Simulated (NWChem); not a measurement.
CH2AlNO; SMILES O=C=[N][AlH2]

```xyz
6

Al     0.0000     0.0000     1.7391
H      0.0000     1.4113     2.4704
H      0.0000    -1.4113     2.4704
N      0.0000     0.0000    -0.0520
C      0.0000     0.0000    -1.2662
O      0.0000     0.0000    -2.4484
```
Atoms are numbered in this order, from 1.

All runs use the structure optimised with PBE-D3(BJ)/def2-SVP.

Symmetry labels are those of C2v in the frame above (b1 and b2, or b-type labels, depend on it).

**Question.** List the 4 lowest vertical singlet excitations from LDA (Slater exchange, VWN5)/6-31+G* (spherical d), full TDDFT (NWChem).

**Answer.** 
```
state  energy (eV)  oscillator strength  symmetry  leading excitation (squared amplitude)
-----  -----------  -------------------  --------  --------------------------------------
S1            4.40                0.000        a2                      HOMO → LUMO (1.00)
S2            5.36                0.115        a1                    HOMO−1 → LUMO (0.95)
S3            5.45                0.000        a2                    HOMO−2 → LUMO (1.00)
S4            6.39                0.002        b2                    HOMO → LUMO+1 (0.97)
```
